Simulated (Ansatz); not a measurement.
Job for Ansatz (a first-principles code): R-CCSD(T)/cc-pV(T+d)Z on CH5Al (SMILES [CH3][AlH2]), a point of a torsion scan. Files ending in .json are basis or fitting sets from the Basis Set Exchange.

Ansatz 0.2 input:
```yaml
crystal:
  periodic: [false, false, false]
  atoms:
    - {symbol: C, position_ang: [-0.91422699, -0.05859844, 0.00735307]}
    - {symbol: Al, position_ang: [1.06027844, 0.13111820, -0.04896739]}
    - {symbol: H, position_ang: [-1.40009757, 0.48392278, -0.81422886]}
    - {symbol: H, position_ang: [-1.23817757, -1.10428777, -0.07173356]}
    - {symbol: H, position_ang: [-1.36130026, 0.32540192, 0.93284321]}
    - {symbol: H, position_ang: [1.78949574, 1.26751684, -0.81250638]}
    - {symbol: H, position_ang: [2.04539793, -0.84026804, 0.65143139]}
basis:
  gaussian:
    orbitals: cc-pV_T+d_Z.json
magnetization: {spin_polarized: false}
correlation: {method: ccsd_t, electrons: outside_noble_gas}
scf: {lower_state_search: off}
```

The log:

```
WARN ansatz: RAYON_NUM_THREADS=1 ignored (pool sized by the plan → 1); use --threads N
Functional definition: HF
these checks for a lower state are left out or cut short: stability, starts, cluster_reference, orbital_swaps, neighbouring_geometries, increment
integrals: 0.28 GiB planned
775 factors; integrals over basis functions are off by at most 1.2e-3 eV
mean field: 0.25 GiB planned
mean field evaluation 1: about -7691.0255 eV, gradient 2.6e1 eV
mean field evaluation 2: about -7691.0254 eV, gradient 2.6e1 eV
mean field evaluation 4: about -7692.8136 eV, gradient 2.1e0 eV
mean field evaluation 8: about -7692.8344 eV, gradient 2.9e-4 eV
mean field -7692.83441959 eV, -282.7064505296 hartree, gradient 3.6e-6 eV, S^2 0.000000; 0 other end points of the search recorded, 0 dependent functions left out
6 core orbitals not correlated
reference -7692.83441959 eV, -282.7064505296 hartree; 6, 6 occupied and 127, 127 virtual orbitals, 775 factors
second order -7.36218705 eV of doubles, -0.00000000 eV of singles
coupled cluster: 0.68 GiB planned
cycle   1  -7.97427624 eV  change   -6.1e-1 eV  update   6.0e-2
cycle   2  -8.23107664 eV  change   -2.6e-1 eV  update   1.9e-2
cycle   3  -8.25331013 eV  change   -2.2e-2 eV  update   5.5e-3
cycle   4  -8.25250624 eV  change    8.0e-4 eV  update   1.7e-3
cycle   5  -8.25235625 eV  change    1.5e-4 eV  update   4.5e-4
cycle   6  -8.25226535 eV  change    9.1e-5 eV  update   1.4e-4
cycle   7  -8.25225984 eV  change    5.5e-6 eV  update   3.9e-5
cycle   8  -8.25226682 eV  change   -7.0e-6 eV  update   1.2e-5
perturbative correction -0.25351992 eV, -0.0093166853 hartree
Total energy: -7701.34020634 eV, -283.0190324271 hartree
Checks for a lower state left out: stability, starts, cluster_reference, orbital_swaps, neighbouring_geometries, increment
```

Self-consistency was reached.

Cost: around 9 core-seconds (rough).
